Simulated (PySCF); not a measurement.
PySCF job for CH4BrClOSi, SMILES C[Si](O)(Cl)Br, PBE0-D3(BJ)/def2-SVP. Geometry: PBE0-D3(BJ)/def2-SVP. This is a generated structure with no PubChem entry under its InChIKey; it may be hypothetical. Other conformers were not sampled.

```python
import numpy as np
from pyscf import gto, scf, dft, df
from pyscf.hessian import thermo

mol = gto.M(
    atom='''
    C     2.01033231    0.08610186   -1.04223459
    Si    0.20604232   -0.02572091   -0.68062077
    O    -0.46540496   -1.15462541   -1.67290966
    Cl   -0.71305065    1.80153199   -0.97258636
    Br   -0.13809944   -0.58657354    1.44652192
    H     2.49000027   -0.88776333   -0.86472155
    H     2.48460346    0.83903520   -0.39687537
    H     2.16228370    0.37219237   -2.09391262
    H    -1.40489233   -1.33894946   -1.57341422
    ''',
    basis='def2-SVP',
    charge=0,
    spin=0,
    max_memory=1600,
    verbose=3,
)
mf = dft.RKS(mol, xc='pbe0').density_fit(auxbasis='def2-universal-jkfit')
mf.disp = 'd3bj'
mf.grids.level = 3
mf.conv_tol = 1e-11
mf.max_cycle = 100
mf.kernel()

# [left out here: the lines that compute and print the analytic Hessian (its translational invariance restored by hand, since the grid's response is missing), thermochemistry and intensities]
```

Program output:

```
converged SCF energy = -3438.42832336154

WARN: DFTD3 does not support analytical Hessian, using finite difference


WARN: Mole.unit (angstrom) is changed to Bohr

Mode                                 0                   1                   2
Irrep
Freq [cm^-1]                      139.1254            144.2378            151.9081
Reduced mass [au]                   1.3443             10.2433              1.6384
Force const [Dyne/A]                0.0153              0.1256              0.0223
Char temp [K]                     200.1705            207.5261            218.5619
Normal mode                   x     y     z       x     y     z       x     y     z
       0   C                -0.01  0.07 -0.07    0.02 -0.03 -0.09    0.02 -0.09  0.08
       1  Si                 0.01  0.01  0.01    0.04 -0.03 -0.02   -0.01 -0.00 -0.01
       2   O                -0.00 -0.03  0.05    0.06 -0.04 -0.03   -0.00  0.05 -0.07
       3  Cl                 0.03  0.02 -0.00   -0.01 -0.04  0.11   -0.04 -0.02  0.02
       4  Br                -0.02 -0.02 -0.00   -0.03  0.04 -0.02    0.02  0.01 -0.01
       5   H                 0.13  0.21  0.30    0.02 -0.04 -0.14    0.01 -0.02  0.48
       6   H                -0.09  0.40 -0.39    0.07 -0.04 -0.11   -0.05  0.14 -0.14
       7   H                -0.10 -0.33 -0.19   -0.04 -0.02 -0.10    0.12 -0.47 -0.01
       8   H                 0.05 -0.21  0.24    0.07 -0.09 -0.00   -0.04  0.17 -0.21
Mode                                 3                   4                   5
Irrep
Freq [cm^-1]                      212.1768            221.4312            263.6766
Reduced mass [au]                   2.9914              2.9678              3.7979
Force const [Dyne/A]                0.0793              0.0857              0.1556
Char temp [K]                     305.2751            318.5902            379.3719
Normal mode                   x     y     z       x     y     z       x     y     z
       0   C                 0.01 -0.03 -0.12   -0.04  0.11  0.00   -0.08 -0.04  0.00
       1  Si                 0.03  0.03  0.03   -0.03 -0.07 -0.01   -0.07 -0.00 -0.01
       2   O                 0.05  0.07 -0.04   -0.04  0.00 -0.09    0.11 -0.05 -0.09
       3  Cl                -0.02 -0.01 -0.04    0.06 -0.03  0.01    0.01  0.06 -0.00
       4  Br                -0.01 -0.02  0.04    0.00  0.01  0.02    0.01 -0.00  0.02
       5   H                -0.01 -0.05 -0.16    0.14  0.20 -0.01   -0.14 -0.07 -0.01
       6   H                 0.15 -0.03 -0.24   -0.19  0.19  0.01   -0.02 -0.07 -0.01
       7   H                -0.15 -0.09 -0.16   -0.09  0.16  0.01   -0.07 -0.06 -0.00
       8   H                -0.01  0.26 -0.26   -0.10  0.19 -0.30    0.18 -0.39 -0.02
Mode                                 6                   7                   8
Irrep
Freq [cm^-1]                      302.9570            412.4441            548.7702
Reduced mass [au]                   2.1233              8.8500              9.6589
Force const [Dyne/A]                0.1148              0.8870              1.7138
Char temp [K]                     435.8877            593.4153            789.5582
Normal mode                   x     y     z       x     y     z       x     y     z
       0   C                 0.03  0.00  0.00   -0.09 -0.01  0.02    0.05 -0.02  0.01
       1  Si                 0.03 -0.01 -0.01   -0.04  0.00  0.12    0.03 -0.11  0.07
       2   O                -0.06  0.11 -0.10    0.03  0.07  0.01   -0.02 -0.01 -0.03
       3  Cl                -0.00 -0.04 -0.01    0.03 -0.05 -0.00   -0.05  0.08 -0.02
       4  Br                -0.00  0.00  0.02    0.01  0.01 -0.04    0.00  0.00 -0.01
       5   H                 0.04 -0.00 -0.02   -0.08 -0.01 -0.05    0.21  0.05 -0.07
       6   H                 0.02 -0.01  0.03    0.01 -0.00 -0.05    0.00  0.04 -0.03
       7   H                 0.05  0.04  0.01   -0.23 -0.02 -0.00   -0.10  0.04  0.00
       8   H                 0.11 -0.43  0.49    0.07 -0.08  0.01   -0.00 -0.04  0.04
Mode                                 9                  10                  11
Irrep
Freq [cm^-1]                      740.7566            771.8380            804.1610
Reduced mass [au]                   2.7113              1.4860              1.4121
Force const [Dyne/A]                0.8766              0.5216              0.5380
Char temp [K]                    1065.7838           1110.5030           1157.0086
Normal mode                   x     y     z       x     y     z       x     y     z
       0   C                 0.17  0.02 -0.04   -0.04 -0.07 -0.07    0.03 -0.09  0.09
       1  Si                -0.09  0.02  0.04    0.02 -0.01 -0.01   -0.01  0.04 -0.04
       2   O                -0.03 -0.01  0.00    0.02  0.08  0.07    0.00 -0.00  0.01
       3  Cl                 0.01 -0.01  0.00   -0.01  0.00 -0.00   -0.00 -0.01  0.00
       4  Br                 0.00  0.00 -0.00   -0.00 -0.00  0.00    0.00 -0.00  0.00
       5   H                 0.18  0.02 -0.03    0.22  0.10  0.11    0.51  0.09 -0.25
       6   H                 0.23 -0.00 -0.05   -0.53  0.03  0.18   -0.04  0.16 -0.16
       7   H                 0.25  0.00 -0.03    0.24  0.15  0.04   -0.54  0.11  0.05
       8   H                 0.00 -0.28 -0.30    0.07 -0.28 -0.31    0.01 -0.03 -0.03
Mode                                12                  13                  14
Irrep
Freq [cm^-1]                      846.9352            950.4497           1272.0760
Reduced mass [au]                   1.4875              5.0686              1.2923
Force const [Dyne/A]                0.6286              2.6977              1.2321
Char temp [K]                    1218.5512           1367.4855           1830.2342
Normal mode                   x     y     z       x     y     z       x     y     z
       0   C                -0.02  0.06  0.06    0.03  0.02  0.01   -0.14 -0.01  0.03
       1  Si                 0.04 -0.03 -0.04   -0.07 -0.08 -0.06    0.01  0.00 -0.00
       2   O                -0.04  0.05  0.06    0.08  0.10  0.09   -0.00 -0.00 -0.00
       3  Cl                -0.00  0.01  0.00    0.00  0.00  0.00   -0.00  0.00 -0.00
       4  Br                -0.00  0.00  0.00    0.00  0.00  0.00   -0.00 -0.00  0.00
       5   H                -0.27 -0.08 -0.05    0.01 -0.01 -0.04    0.42  0.23 -0.15
       6   H                 0.30 -0.02 -0.10    0.15 -0.01 -0.05    0.43 -0.12 -0.24
       7   H                -0.24 -0.13 -0.02    0.03 -0.04 -0.01    0.49 -0.03  0.10
       8   H                 0.02 -0.43 -0.47    0.07  0.25  0.24   -0.00 -0.01 -0.01
Mode                                15                  16                  17
Irrep
Freq [cm^-1]                     1418.4386           1419.9332           3069.3652
Reduced mass [au]                   1.0469              1.0470              1.0352
Force const [Dyne/A]                1.2410              1.2438              5.7463
Char temp [K]                    2040.8173           2042.9678           4416.1331
Normal mode                   x     y     z       x     y     z       x     y     z
       0   C                -0.00 -0.05 -0.02   -0.01  0.02 -0.05    0.05  0.00 -0.01
       1  Si                -0.00 -0.01 -0.00   -0.00  0.00 -0.01   -0.00 -0.00  0.00
       2   O                -0.00  0.00  0.00   -0.00 -0.00  0.00    0.00  0.00  0.00
       3  Cl                 0.00  0.00  0.00   -0.00  0.00  0.00    0.00 -0.00  0.00
       4  Br                 0.00  0.00  0.00    0.00  0.00 -0.00    0.00  0.00 -0.00
       5   H                -0.17 -0.04  0.47    0.28  0.25  0.49   -0.24  0.51 -0.10
       6   H                 0.22  0.12 -0.37    0.25 -0.50  0.37   -0.22 -0.37 -0.32
       7   H                -0.03  0.68  0.18   -0.35 -0.03 -0.11   -0.07 -0.16  0.57
       8   H                -0.00 -0.00 -0.01    0.00 -0.01  0.00   -0.00  0.00  0.00
Mode                                18                  19                  20
Irrep
Freq [cm^-1]                     3181.4005           3188.5437           3925.6511
Reduced mass [au]                   1.1036              1.1036              1.0670
Force const [Dyne/A]                6.5810              6.6109              9.6882
Char temp [K]                    4577.3269           4587.6044           5648.1378
Normal mode                   x     y     z       x     y     z       x     y     z
       0   C                 0.02 -0.05  0.07    0.01  0.07  0.05   -0.00  0.00  0.00
       1  Si                 0.00 -0.00  0.00   -0.00  0.00  0.00    0.00 -0.00 -0.00
       2   O                -0.00  0.00 -0.00   -0.00 -0.00 -0.00    0.06  0.01 -0.00
       3  Cl                -0.00  0.00 -0.00    0.00 -0.00 -0.00    0.00 -0.00 -0.00
       4  Br                 0.00  0.00 -0.00    0.00 -0.00 -0.00   -0.00 -0.00 -0.00
       5   H                -0.27  0.54 -0.09    0.21 -0.41  0.08    0.00 -0.00 -0.00
       6   H                -0.06 -0.11 -0.08   -0.34 -0.53 -0.46   -0.00 -0.00 -0.00
       7   H                 0.10  0.18 -0.68    0.04  0.07 -0.23    0.00  0.00 -0.00
       8   H                 0.00  0.00 -0.00    0.00 -0.00 -0.00   -0.94 -0.20  0.08
temperature 298.1500 [K]
pressure 101325.00 [Pa]
Rotational constants [GHz] 2.50237 1.24737 1.08453
Symmetry number 1
Zero-point energy (ZPE) 0.05464 [Eh]   143469.790 [J/mol]
                           tot       elec      trans        rot        vib
Entropy [J/mol/K]       368.480      0.000    173.194    121.093     74.194
Cv [J/mol/K]            103.666      0.000     12.472     12.472     78.722
Cp [J/mol/K]            111.980      0.000     20.786     12.472     78.722
Internal energy [J/mol]                      3718.434   3718.434 156061.132
Internal energy [Eh]   -3438.36605  -3438.42832
Enthalpy [J/mol]                             6197.391   3718.434 156061.132
Enthalpy [Eh]          -3438.36511
Gibbs free energy [J/mol]                  -45440.300 -32385.375 133940.232
Gibbs free energy [Eh] -3438.40695
mode   freq/cm-1   IR/(km/mol)
   1      139.13         6.194
   2      144.24         1.751
   3      151.91         3.342
   4      212.18         5.033
   5      221.43         5.984
   6      263.68        24.906
   7      302.96        87.995
   8      412.44        62.488
   9      548.77       156.874
  10      740.76        52.567
  11      771.84        40.121
  12      804.16       108.796
  13      846.94       270.869
  14      950.45        88.371
  15     1272.08        35.066
  16     1418.44         6.624
  17     1419.93         3.854
  18     3069.37         0.222
  19     3181.40         0.013
  20     3188.54         0.051
  21     3925.65       135.185
max |gradient| / (hartree/bohr): 3.0581067463497974e-05
APT charges: [-0.4424  1.9645 -0.9144 -0.5784 -0.52    0.0495  0.0583  0.0441  0.3387]
```

The run converged.
